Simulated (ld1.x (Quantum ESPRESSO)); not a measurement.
**Building the PAW potential for Nd (Z = 60) (PBE, fully relativistic).**

ld1.x (Quantum ESPRESSO) 7.5 was run on this input:

```
&input
   title='Nd', zed=60., rel=2, dft='PBE', iswitch=3,
   config='[Xe] 4f4 5d0 6s1.5 6p0.5', rel_dist='average',
   nld=7, rlderiv=3.30, eminld=-5.0, emaxld=5.0, deld=0.02
 /
 &inputp
   pseudotype=3, lpaw=.true., tm=.true., lloc=-1, rcloc=1.35,
   nlcc=.true., new_core_ps=.true.,
   which_augfun='PSQ', rmatch_augfun_nc=.true.,
   file_pseudopw='Nd.UPF', file_wfcaegen='ae.wfc', file_wfcncgen='nc.wfc', file_beta='beta', file_chi='chi', file_wfcusgen='us.wfc'
 /
8
5S  1  0   2.00   0.00  1.90  2.15  0.0
6S  2  0   1.50   0.00  1.90  2.15  0.0
5P  2  1   6.00   0.00  2.25  2.40  0.0
6P  3  1   0.50   0.00  2.25  2.40  0.0
5D  3  2   0.00   0.00  2.70  3.05  0.0
5D  3  2   0.00   2.90  2.70  3.05  0.0
4F  4  3   4.00   0.00  1.45  1.60  0.0
4F  4  3   0.00   5.15  1.45  1.60  0.0
 &test
   configts(1)='4f4 5s2 5p6 5d0 6s1.5 6p0.5'
 /
```

Command:

```bash
ld1.x < Nd.in > Nd.out
```

The program printed (shortened: banner, matrices, multipoles, cross overlaps and the repeated all-electron block are left out):

```
Program LD1 v.7.5
     --------------------------- All-electron run ----------------------------

     Nd
     dirac relativistic calculation

     atomic number is 60.00
     dft =PBE   lsd =0 sic =0 latt =0  beta=0.20 tr2=1.0E-14
     Exchange-correlation= PBE
                           (   1   4   3   4   0   0   0)
     mesh =1257 r(mesh) = 100.04854 a.u. xmin = -7.00 dx = 0.01250
     1 Ry =  13.60569312 eV, c = 137.03599908

     n l j   nl                  e(Ry)          e(Ha)          e(eV)
     Spin orbit split results
     1 0 0.5 1S 1( 2.00)     -3187.1904     -1593.5952    -43363.9344
     2 0 0.5 2S 1( 2.00)      -515.3088      -257.6544     -7011.1328
     2 1 0.5 2P 1( 2.00)      -487.4832      -243.7416     -6632.5469
     2 1 1.5 2P 1( 4.00)      -449.2579      -224.6290     -6112.4657
     3 0 0.5 3S 1( 2.00)      -111.8320       -55.9160     -1521.5522
     3 1 0.5 3P 1( 2.00)       -99.9572       -49.9786     -1359.9870
     3 1 1.5 3P 1( 4.00)       -92.3262       -46.1631     -1256.1614
     4 0 0.5 4S 1( 2.00)       -22.2748       -11.1374      -303.0637
     4 1 0.5 4P 1( 2.00)       -17.7943        -8.8972      -242.1039
     4 1 1.5 4P 1( 4.00)       -16.1400        -8.0700      -219.5959
     3 2 1.5 3D 1( 4.00)       -71.6624       -35.8312      -975.0165
     3 2 2.5 3D 1( 6.00)       -70.0130       -35.0065      -952.5753
     5 0 0.5 5S 1( 2.00)        -3.0157        -1.5079       -41.0311
     5 1 0.5 5P 1( 2.00)        -1.8239        -0.9120       -24.8155
     5 1 1.5 5P 1( 4.00)        -1.6017        -0.8009       -21.7927
     4 2 1.5 4D 1( 4.00)        -8.7810        -4.3905      -119.4717
     4 2 2.5 4D 1( 6.00)        -8.4888        -4.2444      -115.4953
     4 3 2.5 4F 1( 1.71)        -0.1895        -0.0948        -2.5784
     4 3 3.5 4F 1( 2.29)        -0.1599        -0.0799        -2.1751
     5 2 1.5 5D 1( 0.00)        -0.1832        -0.0916        -2.4923
     5 2 2.5 5D 1( 0.00)        -0.1702        -0.0851        -2.3159
     6 0 0.5 6S 1( 1.50)        -0.2828        -0.1414        -3.8473
     6 1 0.5 6P 1( 0.17)        -0.1209        -0.0604        -1.6445
     6 1 1.5 6P 1( 0.33)        -0.1078        -0.0539        -1.4672
     Averaged results
     1 0     1S 1( 2.00)     -3187.1904     -1593.5952    -43363.9344
     2 0     2S 1( 2.00)      -515.3088      -257.6544     -7011.1328
     2 1     2P 1( 6.00)      -461.9997      -230.9998     -6285.8261
     3 0     3S 1( 2.00)      -111.8320       -55.9160     -1521.5522
     3 1     3P 1( 6.00)       -94.8698       -47.4349     -1290.7699
     4 0     4S 1( 2.00)       -22.2748       -11.1374      -303.0637
     4 1     4P 1( 6.00)       -16.6914        -8.3457      -227.0986
     3 2     3D 1(10.00)       -70.6728       -35.3364      -961.5518
     5 0     5S 1( 2.00)        -3.0157        -1.5079       -41.0311
     5 1     5P 1( 6.00)        -1.6758        -0.8379       -22.8003
     4 2     4D 1(10.00)        -8.6057        -4.3028      -117.0859
     4 3     4F 1( 4.00)        -0.1726        -0.0863        -2.3479
     5 2     5D 1( 0.00)        -0.1754        -0.0877        -2.3864
     6 0     6S 1( 1.50)        -0.2828        -0.1414        -3.8473
     6 1     6P 1( 0.50)        -0.1122        -0.0561        -1.5263

     final scf error:  9.2E-15 reached in  35 iterations

     Etot =  -19259.674814 Ry,   -9629.837407 Ha, -262041.225171 eV

     Ekin =   20772.310178 Ry,   10386.155089 Ha,  282621.677742 eV
     Encl =  -47057.566151 Ry,  -23528.783076 Ha, -640250.804171 eV
     Eh   =    7471.761955 Ry,    3735.880977 Ha,  101658.500242 eV
     Exc  =    -446.180796 Ry,    -223.090398 Ha,   -6070.598984 eV

     normalization and overlap integrals

     s(1S/1S) =  1.000000  <r> =   0.0236  <r2> =    0.0008  r(max) =   0.0151
     s(2S/2S) =  1.000000  <r> =   0.1005  <r2> =    0.0120  r(max) =   0.0857
     s(2P/2P) =  1.000000  <r> =   0.0842  <r2> =    0.0088  r(max) =   0.0651
     s(2P/2P) =  1.000000  <r> =   0.0906  <r2> =    0.0100  r(max) =   0.0702
     s(3S/3S) =  1.000000  <r> =   0.2659  <r2> =    0.0809  r(max) =   0.2449
     s(3P/3P) =  1.000000  <r> =   0.2556  <r2> =    0.0760  r(max) =   0.2301
     s(3P/3P) =  1.000000  <r> =   0.2681  <r2> =    0.0833  r(max) =   0.2419
     s(4S/4S) =  1.000000  <r> =   0.6073  <r2> =    0.4163  r(max) =   0.5659
     s(4P/4P) =  1.000000  <r> =   0.6237  <r2> =    0.4427  r(max) =   0.5730
     s(4P/4P) =  1.000000  <r> =   0.6519  <r2> =    0.4834  r(max) =   0.5949
     s(3D/3D) =  1.000000  <r> =   0.2394  <r2> =    0.0676  r(max) =   0.1956
     s(3D/3D) =  1.000000  <r> =   0.2433  <r2> =    0.0697  r(max) =   0.1980
     s(5S/5S) =  1.000000  <r> =   1.4736  <r2> =    2.4431  r(max) =   1.3240
     s(5P/5P) =  1.000000  <r> =   1.6652  <r2> =    3.1500  r(max) =   1.4451
     s(5P/5P) =  1.000000  <r> =   1.7567  <r2> =    3.5094  r(max) =   1.5192
     s(4D/4D) =  1.000000  <r> =   0.7013  <r2> =    0.5711  r(max) =   0.6176
     s(4D/4D) =  1.000000  <r> =   0.7114  <r2> =    0.5876  r(max) =   0.6254
     s(4F/4F) =  1.000000  <r> =   1.1106  <r2> =    1.7551  r(max) =   0.6575
     s(4F/4F) =  1.000000  <r> =   1.1346  <r2> =    1.8551  r(max) =   0.6657
     s(5D/5D) =  1.000000  <r> =   3.1660  <r2> =   12.4055  r(max) =   2.1829
     s(5D/5D) =  1.000000  <r> =   3.2677  <r2> =   13.2382  r(max) =   2.2382
     s(6S/6S) =  1.000000  <r> =   4.3940  <r2> =   21.8948  r(max) =   3.7835
     s(6P/6P) =  1.000000  <r> =   5.8148  <r2> =   38.7443  r(max) =   4.8581
     s(6P/6P) =  1.000000  <r> =   6.1218  <r2> =   42.9312  r(max) =   5.1072

     ------------------------ End of All-electron run ------------------------

     --------------------- Generating PAW atomic setup --------------------

      Generating local potential from pseudized AE potential:
      Matching radius rcloc =   1.3500

      Local pseudo, rcloc= 1.358 Estimated cut-off energy=    13.39 Ry

      Computing core charge for nlcc:

       r > 0.99 : true rho core
      Core charge pseudized with two Bessel functions
      Integrated core pseudo-charge :  23.49

     Fully relativistic calculation: |psi|^2

     Wfc 5S LC norm =  0.99978011 SC norm =  0.00021986 missing  0.00000003
     Speed at rcutus      0.491 a.u.,  v/c =  0.003579,  (v/c)^2 = -0.00001281

     Wfc 6S LC norm =  0.99997592 SC norm =  0.00002248 missing  0.00000161
     Speed at rcutus      0.264 a.u.,  v/c =  0.001928,  (v/c)^2 =  0.00000372

     Wfc 5P LC norm =  0.99982786 SC norm =  0.00017209 missing  0.00000005
     Speed at rcutus      0.251 a.u.,  v/c =  0.001834,  (v/c)^2 = -0.00000336

     Wfc 5P LC norm =  0.99984453 SC norm =  0.00015522 missing  0.00000025
     Speed at rcutus      0.119 a.u.,  v/c =  0.000869,  (v/c)^2 = -0.00000076

     Wfc 6P LC norm =  0.99998701 SC norm =  0.00001252 missing  0.00000047
     Speed at rcutus      0.144 a.u.,  v/c =  0.001052,  (v/c)^2 =  0.00000111

     Wfc 6P LC norm =  0.99998819 SC norm =  0.00000977 missing  0.00000204
     Speed at rcutus      0.091 a.u.,  v/c =  0.000666,  (v/c)^2 =  0.00000044

     Wfc 5D LC norm =  0.99994829 SC norm =  0.00005164 missing  0.00000007
     Speed at rcutus      0.441 a.u.,  v/c =  0.003216,  (v/c)^2 =  0.00001034

     Wfc 5D LC norm =  0.99995136 SC norm =  0.00004523 missing  0.00000342
     Speed at rcutus      0.444 a.u.,  v/c =  0.003242,  (v/c)^2 =  0.00001051

     Wfc 4F LC norm =  0.99962961 SC norm =  0.00037039 missing  0.00000000
     Speed at rcutus      1.013 a.u.,  v/c =  0.007395,  (v/c)^2 =  0.00005469

     Wfc 4F LC norm =  0.99963772 SC norm =  0.00036197 missing  0.00000032
     Speed at rcutus      1.027 a.u.,  v/c =  0.007493,  (v/c)^2 =  0.00005615
      Wfc-us  5S rcutus= 2.129  Estimated cut-off energy=    11.83 Ry
      Wfc-us  6S rcutus= 2.129  Estimated cut-off energy=    22.93 Ry
      Wfc-us  5P rcutus= 2.412  Estimated cut-off energy=    14.46 Ry
      Wfc-us  5P rcutus= 2.412  Estimated cut-off energy=    14.31 Ry
      Wfc-us  6P rcutus= 2.412  Estimated cut-off energy=    25.86 Ry
      Wfc-us  6P rcutus= 2.412  Estimated cut-off energy=    24.53 Ry
      Wfc-us  5D rcutus= 3.021  Estimated cut-off energy=    12.47 Ry
      Wfc-us  5D rcutus= 3.021  Estimated cut-off energy=    12.44 Ry
      Wfc-us  5D rcutus= 3.021  Estimated cut-off energy=    12.16 Ry
      Wfc-us  5D rcutus= 3.021  Estimated cut-off energy=    12.06 Ry
      Wfc-us  4F rcutus= 1.617  Estimated cut-off energy=    60.53 Ry
      Wfc-us  4F rcutus= 1.617  Estimated cut-off energy=    60.47 Ry
      Wfc-us  4F rcutus= 1.617  Estimated cut-off energy=    56.73 Ry
      Wfc-us  4F rcutus= 1.617  Estimated cut-off energy=    56.65 Ry

     Required augmentation: PSQ   radius:    3.050000

     Q pseudized with Bessel functions
     Expected ecutrho=     288.5313 due to l1=  3   l2=  3

     Estimated PAW energy = -538.849783 Ryd

     ------------------- End of pseudopotential generation -------------------

     Computing logarithmic derivative in   3.31821
     Computing logarithmic derivative in   3.31821
     Computing the partial wave expansion
     R is outside the sphere for l=    0 j= 0.50
     R is outside the sphere for l=    0 j= 0.50
     R is outside the sphere for l=    1 j= 0.50
     R is outside the sphere for l=    1 j= 0.50
     R is outside the sphere for l=    1 j= 1.50
     R is outside the sphere for l=    1 j= 1.50
     R is outside the sphere for l=    2 j= 1.50
     R is outside the sphere for l=    2 j= 1.50
     R is outside the sphere for l=    2 j= 2.50
     R is outside the sphere for l=    2 j= 2.50
     R is outside the sphere for l=    3 j= 2.50
     R is outside the sphere for l=    3 j= 2.50
     R is outside the sphere for l=    3 j= 3.50
     R is outside the sphere for l=    3 j= 3.50

     ---------------------- Testing the pseudopotential ----------------------

     Nd
     dirac relativistic calculation

     atomic number is 60.00   valence charge is 14.00
     dft = SLA  PW   PBX  PBC   lsd =0 sic =0 latt =0  beta=0.20 tr2=1.0E-14
     mesh =1257 r(mesh) = 100.04854 xmin = -7.00 dx = 0.01250

     n l  j  nl             e AE (Ry)       e PS (Ry)    De AE-PS (Ry)
     4 3 2.5 4F   1( 1.71)       -0.18951       -0.18950       -0.00000
     4 3 3.5 4F   1( 2.29)       -0.15986       -0.15987        0.00000
     1 0 0.5 5S   1( 2.00)       -3.01573       -3.01573        0.00000
     2 1 0.5 5P   1( 2.00)       -1.82391       -1.82391        0.00000
     2 1 1.5 5P   1( 4.00)       -1.60174       -1.60174        0.00000
     3 2 1.5 5D   1( 0.00)       -0.18318       -0.18318        0.00000
     3 2 2.5 5D   1( 0.00)       -0.17021       -0.17021        0.00000
     2 0 0.5 6S   1( 1.50)       -0.28277       -0.28277       -0.00000
     3 1 0.5 6P   1( 0.17)       -0.12087       -0.12087       -0.00000
     3 1 1.5 6P   1( 0.33)       -0.10784       -0.10784        0.00000

     eps = 1.8E-16  iter =  6

     Etot =  -19259.674814 Ry,   -9629.837407 Ha, -262041.225171 eV
     Etotps =  -538.849776 Ry,    -269.424888 Ha,   -7331.424695 eV

     Ekin =     223.483752 Ry,     111.741876 Ha,    3040.651353 eV
     Encl =    -416.818944 Ry,    -208.409472 Ha,   -5671.110645 eV
     Ehrt =     100.666219 Ry,      50.333110 Ha,    1369.633690 eV
     Ecxc =    -446.180804 Ry,    -223.090402 Ha,   -6070.599094 eV
     (Ecc =     -73.494789 Ry,     -36.747395 Ha,    -999.947547 eV)

     ---------------------- End of pseudopotential test ----------------------
```

Generation and configuration tests took about 7.3 s on one core of a shared server CPU.

Transferability test of the new file with ld1.x, input:

```
&input
   title='Nd', zed=60., rel=2, dft='PBE', iswitch=2,
   config='[Xe] 4f4 5d0 6s1.5 6p0.5', rel_dist='average'
 /
 &test
   file_pseudo='Nd.UPF', nconf=8,
   configts(1)='4f4 5s2 5p6 5d0 6s1.5 6p0.5',
   configts(2)='4f4 5s2 5p6 5d0 6s2 6p0',
   configts(3)='4f4 5s2 5p6 5d0 6s1 6p0',
   configts(4)='4f4 5s2 5p6 5d0 6s0 6p0',
   configts(5)='4f4 5s2 5p6 5d0.5 6s1.5 6p0',
   configts(6)='4f4 5s2 5p6 5d0 6s1 6p1',
   configts(7)='4f4 5s1 5p6 5d0 6s2 6p0',
   configts(8)='4f4 5s2 5p6 5d0 6s0 6p2'
 /
```

```bash
ld1.x < Nd.test.in > Nd.test.out
```

Pseudopotential blocks of its output, shortened (energy terms left out):

```
     ---------------------- Testing the pseudopotential ----------------------

     n l  j  nl             e AE (Ry)       e PS (Ry)    De AE-PS (Ry)
     4 3 2.5 4F   1( 1.71)       -0.18951       -0.18950       -0.00000
     4 3 3.5 4F   1( 2.29)       -0.15986       -0.15987        0.00000
     1 0 0.5 5S   1( 2.00)       -3.01573       -3.01573        0.00000
     2 1 0.5 5P   1( 2.00)       -1.82391       -1.82391        0.00000
     2 1 1.5 5P   1( 4.00)       -1.60174       -1.60174        0.00000
     3 2 1.5 5D   1( 0.00)       -0.18318       -0.18318        0.00000
     3 2 2.5 5D   1( 0.00)       -0.17021       -0.17021        0.00000
     2 0 0.5 6S   1( 1.50)       -0.28277       -0.28277       -0.00000
     3 1 0.5 6P   1( 0.17)       -0.12087       -0.12087       -0.00000
     3 1 1.5 6P   1( 0.33)       -0.10784       -0.10784        0.00000

     eps = 1.8E-16  iter =  6

     Etot =  -19259.674814 Ry,   -9629.837407 Ha, -262041.225171 eV
     Etotps =  -538.849776 Ry,    -269.424888 Ha,   -7331.424695 eV

     ---------------------- End of pseudopotential test ----------------------

          ---------------------- Testing the pseudopotential ----------------------

     n l  j  nl             e AE (Ry)       e PS (Ry)    De AE-PS (Ry)
     4 3 2.5 4F   1( 1.71)       -0.14548       -0.14552        0.00004
     4 3 3.5 4F   1( 2.29)       -0.11589       -0.11594        0.00004
     1 0 0.5 5S   1( 2.00)       -2.96981       -2.96982        0.00001
     2 1 0.5 5P   1( 2.00)       -1.77826       -1.77827        0.00001
     2 1 1.5 5P   1( 4.00)       -1.55634       -1.55635        0.00001
     3 2 1.5 5D   1( 0.00)       -0.14841       -0.14841        0.00000
     3 2 2.5 5D   1( 0.00)       -0.13613       -0.13614        0.00000
     2 0 0.5 6S   1( 2.00)       -0.25740       -0.25740       -0.00000
     3 1 0.5 6P   1( 0.00)       -0.09939       -0.09939       -0.00000
     3 1 1.5 6P   1( 0.00)       -0.08696       -0.08696        0.00000

     eps = 2.3E-15  iter = 16

     Etot =  -19259.758999 Ry,   -9629.879499 Ha, -262042.370558 eV
     Etotps =  -538.933965 Ry,    -269.466982 Ha,   -7332.570140 eV
     dEtot_ae =      -0.084184 Ry
     dEtot_ps =      -0.084189 Ry,   Delta E=       0.000004 Ry

     ---------------------- End of pseudopotential test ----------------------

          ---------------------- Testing the pseudopotential ----------------------

     n l  j  nl             e AE (Ry)       e PS (Ry)    De AE-PS (Ry)
     4 3 2.5 4F   1( 1.71)       -0.57848       -0.57824       -0.00024
     4 3 3.5 4F   1( 2.29)       -0.54870       -0.54845       -0.00025
     1 0 0.5 5S   1( 2.00)       -3.40800       -3.40819        0.00019
     2 1 0.5 5P   1( 2.00)       -2.21587       -2.21600        0.00014
     2 1 1.5 5P   1( 4.00)       -1.99335       -1.99347        0.00012
     3 2 1.5 5D   1( 0.00)       -0.54662       -0.54663        0.00001
     3 2 2.5 5D   1( 0.00)       -0.53119       -0.53120        0.00001
     2 0 0.5 6S   1( 1.00)       -0.60238       -0.60239        0.00001
     3 1 0.5 6P   1( 0.00)       -0.39982       -0.39986        0.00004
     3 1 1.5 6P   1( 0.00)       -0.37868       -0.37870        0.00002

     eps = 2.6E-15  iter = 15

     Etot =  -19259.332747 Ry,   -9629.666373 Ha, -262036.571105 eV
     Etotps =  -538.507705 Ry,    -269.253852 Ha,   -7326.770572 eV
     dEtot_ae =       0.342068 Ry
     dEtot_ps =       0.342072 Ry,   Delta E=      -0.000004 Ry

     ---------------------- End of pseudopotential test ----------------------

          ---------------------- Testing the pseudopotential ----------------------

     n l  j  nl             e AE (Ry)       e PS (Ry)    De AE-PS (Ry)
     4 3 2.5 4F   1( 1.71)       -1.08738       -1.08676       -0.00062
     4 3 3.5 4F   1( 2.29)       -1.05734       -1.05672       -0.00062
     1 0 0.5 5S   1( 2.00)       -3.92206       -3.92237        0.00032
     2 1 0.5 5P   1( 2.00)       -2.72680       -2.72704        0.00024
     2 1 1.5 5P   1( 4.00)       -2.50234       -2.50255        0.00022
     3 2 1.5 5D   1( 0.00)       -1.00776       -1.00788        0.00012
     3 2 2.5 5D   1( 0.00)       -0.98923       -0.98936        0.00013
     2 0 0.5 6S   1( 0.00)       -0.98410       -0.98416        0.00006
     3 1 0.5 6P   1( 0.00)       -0.73021       -0.73045        0.00024
     3 1 1.5 6P   1( 0.00)       -0.69767       -0.69779        0.00012

     eps = 7.1E-15  iter = 13

     Etot =  -19258.539991 Ry,   -9629.269996 Ha, -262025.785115 eV
     Etotps =  -537.714930 Ry,    -268.857465 Ha,   -7315.984327 eV
     dEtot_ae =       1.134823 Ry
     dEtot_ps =       1.134846 Ry,   Delta E=      -0.000023 Ry

     ---------------------- End of pseudopotential test ----------------------

          ---------------------- Testing the pseudopotential ----------------------

     n l  j  nl             e AE (Ry)       e PS (Ry)    De AE-PS (Ry)
     4 3 2.5 4F   1( 1.71)       -0.10166       -0.10142       -0.00024
     4 3 3.5 4F   1( 2.29)       -0.07219       -0.07192       -0.00028
     1 0 0.5 5S   1( 2.00)       -2.92203       -2.92192       -0.00011
     2 1 0.5 5P   1( 2.00)       -1.73279       -1.73277       -0.00002
     2 1 1.5 5P   1( 4.00)       -1.51211       -1.51211        0.00000
     3 2 1.5 5D   1( 0.20)       -0.12155       -0.12164        0.00009
     3 2 2.5 5D   1( 0.30)       -0.11027       -0.11035        0.00008
     2 0 0.5 6S   1( 1.50)       -0.24062       -0.24063        0.00001
     3 1 0.5 6P   1( 0.00)       -0.09010       -0.09011        0.00001
     3 1 1.5 6P   1( 0.00)       -0.07892       -0.07893        0.00001

     eps = 1.4E-15  iter = 13

     Etot =  -19259.698345 Ry,   -9629.849173 Ha, -262041.545326 eV
     Etotps =  -538.873329 Ry,    -269.436664 Ha,   -7331.745144 eV
     dEtot_ae =      -0.023531 Ry
     dEtot_ps =      -0.023553 Ry,   Delta E=       0.000022 Ry

     ---------------------- End of pseudopotential test ----------------------

          ---------------------- Testing the pseudopotential ----------------------

     n l  j  nl             e AE (Ry)       e PS (Ry)    De AE-PS (Ry)
     4 3 2.5 4F   1( 1.71)       -0.23167       -0.23162       -0.00005
     4 3 3.5 4F   1( 2.29)       -0.20197       -0.20194       -0.00003
     1 0 0.5 5S   1( 2.00)       -3.05970       -3.05968       -0.00002
     2 1 0.5 5P   1( 2.00)       -1.86751       -1.86749       -0.00002
     2 1 1.5 5P   1( 4.00)       -1.64504       -1.64503       -0.00001
     3 2 1.5 5D   1( 0.00)       -0.21593       -0.21593       -0.00000
     3 2 2.5 5D   1( 0.00)       -0.20231       -0.20231        0.00000
     2 0 0.5 6S   1( 1.00)       -0.30579       -0.30579       -0.00000
     3 1 0.5 6P   1( 0.33)       -0.14028       -0.14028       -0.00000
     3 1 1.5 6P   1( 0.67)       -0.12662       -0.12662       -0.00000

     eps = 1.7E-15  iter = 13

     Etot =  -19259.588490 Ry,   -9629.794245 Ha, -262040.050673 eV
     Etotps =  -538.763454 Ry,    -269.381727 Ha,   -7330.250228 eV
     dEtot_ae =       0.086324 Ry
     dEtot_ps =       0.086322 Ry,   Delta E=       0.000002 Ry

     ---------------------- End of pseudopotential test ----------------------

          ---------------------- Testing the pseudopotential ----------------------

     n l  j  nl             e AE (Ry)       e PS (Ry)    De AE-PS (Ry)
     4 3 2.5 4F   1( 1.71)       -0.97115       -0.96617       -0.00497
     4 3 3.5 4F   1( 2.29)       -0.93985       -0.93447       -0.00538  !
     1 0 0.5 5S   1( 1.00)       -3.76687       -3.76731        0.00044
     2 1 0.5 5P   1( 2.00)       -2.54467       -2.54562        0.00095
     2 1 1.5 5P   1( 4.00)       -2.30778       -2.30873        0.00095
     3 2 1.5 5D   1( 0.00)       -0.74767       -0.74827        0.00060
     3 2 2.5 5D   1( 0.00)       -0.72713       -0.72770        0.00057
     2 0 0.5 6S   1( 2.00)       -0.71121       -0.71111       -0.00010
     3 1 0.5 6P   1( 0.00)       -0.47536       -0.47609        0.00073
     3 1 1.5 6P   1( 0.00)       -0.44795       -0.44831        0.00037

     eps = 7.5E-15  iter = 25

     Etot =  -19256.402596 Ry,   -9628.201298 Ha, -261996.704376 eV
     Etotps =  -535.576937 Ry,    -267.788468 Ha,   -7286.895445 eV
     dEtot_ae =       3.272218 Ry
     dEtot_ps =       3.272839 Ry,   Delta E=      -0.000621 Ry

     ---------------------- End of pseudopotential test ----------------------

          ---------------------- Testing the pseudopotential ----------------------

     n l  j  nl             e AE (Ry)       e PS (Ry)    De AE-PS (Ry)
     4 3 2.5 4F   1( 1.71)       -0.31160       -0.31147       -0.00013
     4 3 3.5 4F   1( 2.29)       -0.28180       -0.28171       -0.00008
     1 0 0.5 5S   1( 2.00)       -3.14290       -3.14281       -0.00009
     2 1 0.5 5P   1( 2.00)       -1.94971       -1.94964       -0.00007
     2 1 1.5 5P   1( 4.00)       -1.72654       -1.72648       -0.00006
     3 2 1.5 5D   1( 0.00)       -0.27702       -0.27703        0.00001
     3 2 2.5 5D   1( 0.00)       -0.26215       -0.26216        0.00001
     2 0 0.5 6S   1( 0.00)       -0.34658       -0.34658       -0.00000
     3 1 0.5 6P   1( 0.67)       -0.17408       -0.17408       -0.00000
     3 1 1.5 6P   1( 1.33)       -0.15926       -0.15925       -0.00000

     eps = 9.6E-15  iter = 14

     Etot =  -19259.410055 Ry,   -9629.705027 Ha, -262037.622933 eV
     Etotps =  -538.585020 Ry,    -269.292510 Ha,   -7327.822501 eV
     dEtot_ae =       0.264760 Ry
     dEtot_ps =       0.264756 Ry,   Delta E=       0.000003 Ry

     ---------------------- End of pseudopotential test ----------------------
```
